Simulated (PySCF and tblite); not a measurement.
Values are calculated unless marked as measured or tabulated.
C5H9BrO, numbered as in [Br:1][C@@H:2]1[CH2:3][CH2:4][CH2:5][O:6][CH2:7]1.

Free energies: PBE0-D3(BJ)/def2-TZVP on PBE0-D3(BJ)/def2-SVP structures plus GFN2-xTB thermal terms, symmetry and mirror images included. Conformers within 4 kcal/mol (GFN2-xTB free energy) were kept, 5 at most. Programs: PySCF with density fitting and tblite.

The 6-ring runs over atoms 2–3–4–5–6–7.

```json
{"conformer": "1", "shape": "6-ring chair (Br1 axial)", "symmetry": "C1", "dipole D": "2.87"}
{"conformer": "2", "shape": "6-ring chair (all substituents equatorial)", "symmetry": "C1", "dipole D": "2.12"}
```

Task: Which of these conformers is the most populated at 298.15 K, and with what share?

Result: Conformer 2, about 91 %.

Task: Give the DFT energies and free energies relative to the lowest, and all weights.

Result: 
```tsv
conformer	shape	E(DFT) kcal/mol	G(298.15 K) kcal/mol	weight %
1	6-ring chair (Br1 axial)	1.34	1.40	8.6
2	6-ring chair (all substituents equatorial)	0.00	0.00	91.4
```

Task: How does its share change from 220 K to 380 K?

Result: From 96 % to 88 %; the mixing entropy goes from 0.36 to 0.75 cal/(mol K).
